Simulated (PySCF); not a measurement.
Delta-SCF ions had no search for a lower state. Excitations are Tamm–Dancoff values on a coarser integration grid. The basis has no diffuse functions, so Rydberg states are missing or too high.

## C$_{2}$H$_{3}$N, SMILES `C=C=N` (charge 0, multiplicity 1)

Computed with r2SCAN-D4/def2-TZVP in PySCF.

HOMO: -5.96 eV
dipole moment: 1.46 D
HOMO–LUMO gap: 5.00 eV
LUMO: -0.95 eV
S1 excitation (TDA): 5.08 eV
S1 oscillator strength: 0.001
brightest of the four lowest singlets (TDA): 7.47 eV
T1 excitation (TDA): 4.49 eV
S1–T1 gap (TDA): 0.59 eV
vertical ionisation energy (Delta-SCF): 9.28 eV
total energy: -3610.64 eV
cost: about 2.3 core-minutes (a rough figure)

```xyz
6

C     -0.9727     0.0046     0.0333
C      0.3220    -0.0134    -0.1467
N      1.5048    -0.0423    -0.4456
H     -1.5123    -0.9176     0.2003
H     -1.5101     0.9431     0.0336
H      2.1684     0.0256     0.3251
```
